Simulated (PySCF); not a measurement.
## Löwdin shares of the frontier orbitals

Species: C2H6OSSi.
Numbering: `[CH2:1]=[CH:2][Si@@H:3]([OH:4])[SH:5]` (hydrogens: H6, H7 on C1; H8 on C2; H9 on Si3; H10 on O4; H11 on S5)

Cartesian coordinates in Å at the GFN2-xTB level; atoms count from 1:
```xyz
11
C2H6OSSi angstrom
C     -1.691   -1.059    0.007
C     -0.900   -0.136    0.531
Si     0.577    0.624   -0.341
O      0.714    2.132    0.229
S      2.403   -0.418    0.194
H     -1.541   -1.438   -0.992
H     -2.527   -1.478    0.545
H     -1.101    0.208    1.539
H      0.499    0.600   -1.796
H      1.553    2.582    0.278
H      2.021   -1.613   -0.220
```

The calculation used TDDFT CAM-B3LYP/def2-SVPD, vertical, gas phase, core orbitals frozen in the response (PySCF).

Frontier orbitals with the atoms that hold most of them (Löwdin shares over 4%, at most four atoms; ? is withheld):

```tsv
orbital	ε (eV)	atoms
LUMO+2	1.21	S5 36%, C1 15%, H11 10%, H6 8%
LUMO+1	0.79	S5 29%, O4 19%, Si3 18%, H10 10%
LUMO	?	?
HOMO	-8.59	?
HOMO-1	-9.45	C1 28%, C2 28%, S5 21%, Si3 8%
HOMO-2	-10.33	S5 28%, C2 23%, Si3 15%, C1 13%
HOMO-3	-10.56	O4 30%, Si3 18%, C2 14%, S5 12%
```

Task: Which atoms hold the HOMO, and with what shares?

Result: S5 (bonded to Si and H) 73%; Si3 (bonded to C, O, S and H) 8%; H11 (bonded to S) 6%; C2 (bonded to C, Si and H) 5%.

Task: Give the leading atoms of the LUMO.

Result: C1 (bonded to C and 2 H) 27%; C2 (bonded to C, Si and H) 23%; Si3 (bonded to C, O, S and H) 13%; S5 (bonded to Si and H) 12%. By element: carbon 50%, silicon 13%, sulfur 12%.

Task: What is the LUMO energy, and the HOMO–LUMO gap?

Result: ε(LUMO) = 0.30 eV; the gap is 8.89 eV (0.3267 hartree).

Task: The HOMO–LUMO gap is 8.89 eV. Where does the response calculation put the lowest singlet, and from which orbitals?

Result: S1 is at 5.70 eV (f = 0.010), 3.19 eV below the gap, made of HOMO→LUMO (76%). 

Task: One configuration dominates each of S1 and S5. Which, and how do the shares of the two leading atoms of either orbital change from the occupied to the empty one?

Result: 
- S1 (5.70 eV, f 0.010), HOMO→LUMO (76%): S5 73% → 12%, Si3 8% → 13%, C1 at most 6% → 27%, C2 5% → 23%
- S5 (6.94 eV, f 0.241), HOMO-1→LUMO (85%): C1 28% → 27%, C2 28% → 23%

One conformer stands for the species.
